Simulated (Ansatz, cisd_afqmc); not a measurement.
Species: I, charge 0, doublet.

Quantity: electron affinity (I- (singlet) against I (doublet)), in eV. Open shells are spin-unrestricted; no spin-orbit coupling. Correlated methods leave the cores frozen (noble-gas shells, and filled d and f shells in the p block). Past Kr the def2 sets carry scalar-relativistic core potentials. The Monte Carlo rows (phaseless AFQMC, CISD trial, step 0.005/hartree) carry one-sigma bars that omit the constraint's bias. Outlying blocks are dropped, and bars are widened where a walk drifts. Over all cases where full CI ran beside it in this data, AFQMC minus full CI had a median of +0.1 mEh and passed +0.4 mEh in a tenth of the cases. CBS(X,Y): correlation extrapolated as X^-3, Hartree-Fock from the larger set. A bracket is a step between two methods taken in the basis named. Spin-orbit terms, left out, reach several kcal/mol for Br and I, and more for heavier atoms. def2-TZVPD holds few diffuse functions, which lowers the functionals' binding of the extra electron.

```csv
level,program,electron affinity (eV),difference against the last row
r2SCAN/def2-TZVPD,Ansatz,3.27,-0.06
PBE0/def2-TZVPD,Ansatz,3.24,-0.09
wB97M-V/def2-TZVPD,Ansatz,3.19,-0.14
B2PLYP/def2-TZVPD,Ansatz,3.20,-0.13
B2GP-PLYP/def2-TZVPD,Ansatz,3.20,-0.13
MP2/def2-SVPD,Ansatz,3.13,-0.20
MP2/def2-TZVPPD,Ansatz,3.15,-0.18
MP2/def2-QZVPPD,Ansatz,3.26,-0.07
CCSD/def2-SVPD,Ansatz,3.04,-0.29
CCSD/def2-QZVPPD,Ansatz,3.16,-0.17
"CCSD/CBS(def2-TZVPPD,def2-QZVPPD)",Ansatz,3.25,-0.08
AFQMC/CISD/def2-SVPD,cisd_afqmc,3.09 ± 0.01,-0.24
"CCSD(T)/CBS(def2-TZVPPD,def2-QZVPPD) + [AFQMC/CISD - CCSD(T)]/def2-TZVPPD",Ansatz + cisd_afqmc,3.34 ± 0.01,0.01
"CCSD(T)/CBS(def2-TZVPPD,def2-QZVPPD) + [AFQMC/CISD - CCSD(T)]/def2-QZVPPD",Ansatz + cisd_afqmc,3.34 ± 0.01,0.01
"CCSD(T)/CBS(def2-TZVPPD,def2-QZVPPD) + [CCSDT(Q) - CCSD(T)]/def2-QZVPPD + [CCSDTQ - CCSDT(Q)]/def2-TZVPPD",Ansatz,3.33,0.00
```

Ansatz is a quantum-chemistry and plane-wave program.
